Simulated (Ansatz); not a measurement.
Gas-phase electronic energies from Ansatz, PBE0-D4/def2-TZVP geometries. CCSD(T)/CBS adds triple-zeta CCSD(T) − MP2 to the extrapolated MP2 energy (def2 sets, frozen cores). This one scheme is used for every species. DFT in def2-TZVPP. B3LYP here is the variant with VWN-RPA as its local correlation; programs differ in this. HSE06 is defined as in plane-wave codes. For Ge, Se outer-core shells are correlated without core-valence functions, which leaves a few kJ/mol of doubt a bond. Scalar relativity is left out up to krypton.

Reaction (formal exchange of groups at a Ge–H bond): GeH₄ + `CC=[Se]` → `[GeH3][CH]=[Se]` + CH₄

(1) Is it downhill or uphill in electronic energy at CCSD(T)/CBS, and by how much? (An estimate is asked.)

(2) What do these levels give: LDA (SPW92), revPBE-D4, B3LYP-D4, r2SCAN0-D4, HSE06-D4, CAM-B3LYP-D4, ωB97M-V, PBE, HF/def2-TZVPP, CCSD(T)/def2-TZVPP, MP2/CBS(def2), CCSD/CBS(def2)? (An estimate is asked.)

Largest T1 diagnostic among the species: 0.016.

Results:

(1) Ansatz gave: Downhill: ΔE = -16.1 kJ/mol.

(2) Computed: LDA (SPW92) 1.4, revPBE-D4 -8.2, B3LYP-D4 -10.4, r2SCAN0-D4 -7.3, HSE06-D4 -7.5, CAM-B3LYP-D4 -7.1, ωB97M-V -10.0, PBE -7.3, HF/def2-TZVPP -4.6, CCSD(T)/def2-TZVPP -16.2, MP2/CBS(def2) -19.4, CCSD/CBS(def2) -14.6 kJ/mol.

In def2-TZVPP, CCSD(T) changes the Hartree–Fock value by −11.6 kJ/mol (the triples alone add −1.5 kJ/mol) and MP2 by −14.9 kJ/mol. Leaving LDA and LC-ωPBE aside and taking each functional with its dispersion term where it has one, the values, not all of them listed here, spread over 6.8 kJ/mol, from B2PLYP to B97M-V. LDA lies +8.8 kJ/mol from PBE without D4. From BLYP to BHLYP (50 % exact exchange), in def2-TZVPP and without D4, ΔE moves by +3.6 kJ/mol.
